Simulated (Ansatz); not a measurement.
Cost and result for the atomization energy of `BrC1=C[B]1[SnH3]` (9 atoms, 9 bonds).

Cartesian coordinates in Å:
```
Br 0.611 2.716 2.169
C -0.102 1.564 0.913
C -1.138 1.472 0.076
B -0.177 0.343 0.098
Sn 0.551 -1.626 -0.601
H -2.016 2.013 -0.247
H 1.358 -2.469 0.644
H -0.733 -2.603 -1.160
H 1.648 -1.412 -1.891
```

Total charge 0; spin multiplicity 1. Correlated methods include outer-core shells of Br, Sn, which these sets cover unevenly. Scalar relativity is left out up to krypton. Sn takes the def2 core potential. The structure was optimised at the PBE0-D4/def2-TZVP level. Program: Ansatz. All runs use 4 threads of a server CPU on a shared host. Times are those of one run each, without the atoms' runs, and a repeat can differ threefold. Electronic energies, without spin–orbit coupling; frozen cores. CCSD(T)/CBS adds CCSD(T) − MP2 in def2-TZVPP to the MP2 limit, and its time is that of the two runs behind it. T1 = 0.012. With those shells the extrapolation isn't a true limit. B3LYP takes the VWN-RPA correlation (the form of Gaussian; ORCA's B3LYP/G). HSE06 is the plane-wave form, built on full-range PBE exchange.

CCSD(T)/CBS is a level of theory with its own doubt, some kJ/mol a heavy atom from the limit and from the frozen cores, so smaller differences don't rank the functionals.

```tsv
level	functions	wall time	atomization (kJ/mol)	difference from CCSD(T)/CBS	per bond
LDA (SPW92)/def2-TZVPP	247	2.5 s	3502.2	503.4	55.9
revPBE-D4/def2-TZVPP	247	3.8 s	3003.7	4.9	0.6
PBE-D4/def2-TZVPP (with forces)	247	4.7 s	3094.0	95.2	10.6
r2SCAN-D4/def2-TZVPP (with forces)	247	7.5 s	3032.4	33.6	3.7
HSE06-D4/def2-TZVPP	247	7.5 s	3040.9	42.1	4.7
CAM-B3LYP-D4/def2-TZVPP	247	7.5 s	3001.8	3.0	0.3
B3LYP-D4/def2-TZVPP (with forces)	247	10 s	2989.4	-9.4	-1.0
B2PLYP/def2-TZVPP	247	11 s	2959.3	-39.5	-4.4
B97M-V/def2-TZVPP	247	13 s	3060.1	61.3	6.8
CCSD(T)/def2-SVP	120	19 s	2833.5	-165.3	-18.4
MP2/def2-QZVPP	462	39 s	3026.8	28.0	3.1
CCSD(T)/def2-TZVPP	247	4.6 min	2921.8	-77.0	-8.6
CCSD(T)/CBS(def2)	–	5.2 min	2998.8	0.0	0.0
```

From BLYP to BHLYP (50 % exact exchange), in def2-TZVPP and without D4, the atomization energy moves by −59.7 kJ/mol: exact exchange takes away binding that semilocal exchange gives to molecules. In def2-TZVPP, CCSD(T) changes the Hartree–Fock value by +775.5 kJ/mol (the triples alone add +63.4 kJ/mol) and MP2 by +835.6 kJ/mol; breaking electron pairs costs correlation energy, which Hartree–Fock lacks. Leaving LDA and LC-ωPBE aside and taking each functional with its dispersion term where it has one, the values, not all of them listed here, spread over 189.5 kJ/mol, from BHLYP-D4 to PBE-D4. LDA lies +430.6 kJ/mol from PBE without D4, its usual overbinding.

Spin–orbit coupling would lower the free Sn atoms strongly, and the atomization energy with them, by more than many differences here. For some Ge, Se and Sn compounds the MP2-based and the directly extrapolated limit differ by 10 to 25 kJ/mol.
